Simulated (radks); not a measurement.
Task: These are the eigenvalues of the occupied orbitals of an atom or ion with whole-number occupations (hartree). Calculated with a radial shooting solver on a logarithmic mesh with Libxc functionals: Dirac Kohn-Sham, AM05, spin-unpolarised, spherical densities, finite nucleus; Fermi nuclear charge, rms radius of each element as measured or else 0.836 A^(1/3) + 0.57 fm.

1s1/2: -2618.130
2s1/2: -509.6345
2p1/2: -490.8089
2p3/2: -441.0455
3s1/2: -168.4149
3p1/2: -160.1693
3p3/2: -149.0254
3d3/2: -135.3785
3d5/2: -132.9225
4s1/2: -79.52062
4p1/2: -75.99111
4p3/2: -72.37387

Which element is it, and in what charge state? The configuration may be excited. Open shells, if any, fill j = l - 1/2 first.

Result: Z = 74, tungsten, charge +41: W41+ in [Ar] 3d10 4s2 4p3. The list shows which subshells hold electrons but not how many an open one holds; the 1s level, -2618.1 hartree, gives Z - s = 72.4 by -(Z - s)^2/2, which with screening and relativity narrows Z to a few neighbours, and the depths of the outer levels then fix element, charge and occupations together.
